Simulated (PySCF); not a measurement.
C2H9ClSi3, SMILES C=C(Cl)[SiH2][SiH2][SiH3].

Geometry: B3LYP-D3(BJ)/def2-SVP. The structure was generated by enumeration, and PubChem lists no compound with its InChIKey, so it may never have been made. The values are those of a single conformer.

Two levels are set side by side: TDA-PBE/def2-SVPD (PySCF) and TDA-PBE0/def2-SVPD (PySCF). Vertical, same geometry. The lowest singlet is HOMO−1→LUMO 73 %, HOMO→LUMO 22 % with PBE and HOMO→LUMO 50 %, HOMO−1→LUMO 32 % with the other functional; states are paired by order. Differences are taken from unrounded values.

```tsv
quantity	TDA-PBE0
lowest singlet excitation (eV)	6.01
lowest triplet excitation (TDA) (eV)	3.87
first bright state (f over 0.05) (eV)	6.01
its oscillator strength	0.11
```

**Question.** What does TDA-PBE give, and how far is it from TDA-PBE0? (The exact figures need the calculation; the answer reports its results.)

**Answer.** 
| quantity | TDA-PBE | TDA-PBE minus TDA-PBE0 |
|---|---|---|
| lowest singlet excitation (eV) | 5.18 | -0.83 |
| lowest triplet excitation (TDA) (eV) | 3.89 | 0.02 |
| first bright state (f over 0.05) (eV) | 5.78 | -0.23 |
| its oscillator strength | 0.07 | -0.04 |

A lower first singlet is the usual sign of a functional without exact exchange. Differences between two approximate levels are no errors against the true value.

Rough cost on one machine, each run with all the roots and properties that it gave: TDA-PBE0 against TDA-PBE about 3 times.
